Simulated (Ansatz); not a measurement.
C$_{4}$H$_{8}$BN, SMILES `BCC1CC=N1`. Charge 0, multiplicity 1.

```csv
atom,x (Å),y (Å),z (Å)
B1,1.5850,-0.2715,-1.6781
C2,0.4466,-0.7349,-0.7266
C3,0.1891,0.1524,0.4666
C4,-1.0727,-0.0981,1.3362
C5,-1.4090,1.2617,0.8152
N6,-0.3801,1.4785,0.0870
H7,2.4679,0.4313,-1.2767
H8,1.6371,-0.6762,-2.8039
H9,0.8052,-1.7222,-0.3787
H10,-0.4847,-0.9497,-1.2631
H11,1.1049,0.2866,1.0504
H12,-0.9209,-0.1863,2.4148
H13,-1.7186,-0.9115,0.9968
H14,-2.2499,1.9399,0.9600
```

Task: Give the diagnostics of a CCSD(T)/def2-TZVPP run (frozen core, Ansatz 0.2.0). (Best estimate.)

Result: The calculation gave: T1 = 0.0111, largest single amplitude 0.011, largest double 0.026, (T) share of the correlation energy 4.3 %, 9 CCSD cycles. The RHF solution is stable towards an unrestricted one. T1 lies under the customary mark of 0.02 for closed shells.
